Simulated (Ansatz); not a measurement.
Reaction (ligand exchange at a B–Cl bond): `[SiH3]BCl` + `CN[SiH3]` → `CN([SiH3])B[SiH3]` + HCl

Isolated molecules relaxed with PBE0-D4/def2-TZVP in Ansatz; ΔE leaves out vibrations. CCSD(T)/CBS is the MP2 limit (def2-TZVPP, def2-QZVPP) plus CCSD(T) − MP2 in def2-TZVPP, frozen cores. This one scheme is used for every species. Functionals use def2-TZVPP. B3LYP here is the variant with VWN-RPA as its local correlation; programs differ in this. One conformer a species, not always the lowest.

```json
{"level": "PBE0-D4", "ΔE (kcal/mol)": "-11.9", "difference from CCSD(T)/CBS": "0.5"}
{"level": "ωB97X-V", "ΔE (kcal/mol)": "-11.1", "difference from CCSD(T)/CBS": "1.3"}
{"level": "PBE", "ΔE (kcal/mol)": "-10.3", "difference from CCSD(T)/CBS": "2.1"}
{"level": "B3LYP", "ΔE (kcal/mol)": "-9.2", "difference from CCSD(T)/CBS": "3.2"}
{"level": "CCSD/def2-TZVPP", "ΔE (kcal/mol)": "-12.1", "difference from CCSD(T)/CBS": "0.3"}
{"level": "CCSD(T)/def2-TZVPP", "ΔE (kcal/mol)": "-13.0", "difference from CCSD(T)/CBS": "-0.6"}
{"level": "HF/def2-QZVPP", "ΔE (kcal/mol)": "-6.4", "difference from CCSD(T)/CBS": "6.0"}
{"level": "MP2/def2-QZVPP", "ΔE (kcal/mol)": "-12.6", "difference from CCSD(T)/CBS": "-0.2"}
{"level": "MP2/CBS(def2)", "ΔE (kcal/mol)": "-12.4", "difference from CCSD(T)/CBS": "0.0"}
{"level": "CCSD/CBS(def2)", "ΔE (kcal/mol)": "-11.5", "difference from CCSD(T)/CBS": "0.9"}
{"level": "CCSD(T)/CBS", "ΔE (kcal/mol)": "-12.4", "difference from CCSD(T)/CBS": "0"}
```

Largest T1 diagnostic among the species: 0.014.

In def2-TZVPP, CCSD(T) changes the Hartree–Fock value by −6.6 kcal/mol (the triples alone add −0.9 kcal/mol) and MP2 by −6.5 kcal/mol. The D4 term adds −2.9 kcal/mol with B3LYP and −1.7 kcal/mol with PBE0; it sums over pairs of atoms, weighted by their polarisabilities, and B3LYP, whose exchange is more repulsive, gets the larger term.
